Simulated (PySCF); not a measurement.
ClGeHO, SMILES [OH][Ge][Cl] (connectivity only; charge and spin as stated), neutral, multiplicity 1.

Coordinates come from a ωB97X-D3(BJ)/def2-TZVP optimisation. One conformer was computed; it need not be the lowest.

Calculation: TDA-ωB97X/def2-SVPD in PySCF.

Vertical excitations. Isolated molecule, no solvent. State labels are in the subgroup Cs.

Problem. Estimate the UV-visible absorptions. (Estimate from the structure and the level; the computed values follow.)

Solution. 
| state | symmetry | energy (eV) | λ (nm) | f | main pairs |
|---|---|---|---|---|---|
| S1 | A" | 4.57 | 272 | 0.066 | HOMO→LUMO 97 % |
| S2 | A" | 5.85 | 212 | 0.003 | HOMO−2→LUMO 98 % |
| S3 | A' | 6.17 | 201 | 0.000 | HOMO−1→LUMO 75 %, HOMO→LUMO+1 20 % |
| S4 | A' | 6.99 | 177 | 0.267 | HOMO→LUMO+1 54 %, HOMO−3→LUMO 18 %, HOMO−1→LUMO 16 % |
| S5 | A' | 7.25 | 171 | 0.264 | HOMO→LUMO+2 48 %, HOMO−3→LUMO 29 %, HOMO→LUMO+1 14 % |
| S6 | A" | 7.39 | 168 | 0.000 | HOMO−4→LUMO 97 % |
| S7 | A' | 7.79 | 159 | 0.258 | HOMO−3→LUMO 39 %, HOMO→LUMO+2 34 %, HOMO−2→LUMO+1 7 %, HOMO→LUMO+3 6 % |
| S8 | A" | 8.01 | 155 | 0.028 | HOMO−1→LUMO+1 77 % |
| S9 | A' | 8.09 | 153 | 0.045 | HOMO→LUMO+3 35 %, HOMO−2→LUMO+1 30 %, HOMO−2→LUMO+2 10 %, HOMO→LUMO+2 8 % |
| S10 | A' | 8.26 | 150 | 0.090 | HOMO→LUMO+3 50 %, HOMO−2→LUMO+1 35 % |
| T1 | A" | 3.23 | 384 | 0 | HOMO→LUMO 96 % |
| T2 | A' | 5.45 | 227 | 0 | HOMO−1→LUMO 85 % |
| T3 | A' | 5.63 | 220 | 0 | HOMO→LUMO+1 78 % |
| T4 | A" | 5.72 | 217 | 0 | HOMO−2→LUMO 97 % |
Triplets are in the Tamm–Dancoff approximation.
